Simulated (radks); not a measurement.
Problem. Hf IV, 69 electrons, occupied as [Kr] 4d10 4f14 5s2 5p4 5d1 6s2 (not the ground configuration). All-electron calculation, Dirac Kohn-Sham, LDA (Slater exchange, Perdew-Wang correlation), spin-unpolarised, spherical densities, point nucleus; open shells are shared between the two j in proportion to 2j + 1. Program: a radial shooting solver on a logarithmic mesh with Libxc functionals. Some entries of the table are withheld. Estimate them.

| orbital | occ. | eigenvalue (eV) | <1/r> (bohr^-1) |
|---|---|---|---|
| 1s1/2 | 2 | -65187.19 | 83.78 |
| 2s1/2 | 2 | -11176.25 | 20.31 |
| 2p1/2 | 2 | -10679.17 | 20.28 |
| 2p3/2 | 4 | -9488.452 | 17.22 |
| 3s1/2 | 2 | -2576.837 | 7.446 |
| 3p1/2 | 2 | (1) | 7.364 |
| 3p3/2 | 4 | (2) | 6.577 |
| 3d3/2 | 4 | -1726.138 | 6.471 |
| 3d5/2 | 6 | -1670.442 | 6.283 |
| 4s1/2 | 2 | -550.7934 | 3.124 |
| 4p1/2 | 2 | -460.3863 | 3.015 |
| 4p3/2 | 4 | -401.8367 | 2.738 |
| 4d3/2 | 4 | -253.0021 | 2.520 |
| 4d5/2 | 6 | -242.2816 | 2.453 |
| 5s1/2 | 2 | (3) | 1.210 |
| 5p1/2 | 1.33333 | -79.3172 | 1.090 |
| 5p3/2 | 2.66667 | -70.6416 | 0.9994 |
| 4f5/2 | 6 | -58.1675 | 1.954 |
| 4f7/2 | 8 | -56.3912 | 1.925 |
| 5d3/2 | 0.4 | -35.2851 | 0.7382 |
| 5d5/2 | 0.6 | -34.3718 | 0.7204 |
| 6s1/2 | 2 | -30.3707 | 0.4970 |
| 6p1/2 | 0 | -23.7295 | 0.4352 |
| 6p3/2 | 0 | -22.1891 | 0.4107 |
| 6d3/2 | 0 | -13.4441 | (4) |
| 6d5/2 | 0 | -13.2428 | (5) |
| 7s1/2 | 0 | -13.1473 | 0.2618 |
| 5f5/2 | 0 | -11.5490 | 0.3259 |
| 5f7/2 | 0 | -11.5101 | 0.3249 |

Solution. 
(1) 3p1/2 eigenvalue (eV): -2356.069
(2) 3p3/2 eigenvalue (eV): -2100.943
(3) 5s1/2 eigenvalue (eV): -105.9226
(4) 6d3/2 <1/r> (bohr^-1): 0.3124
(5) 6d5/2 <1/r> (bohr^-1): 0.3084
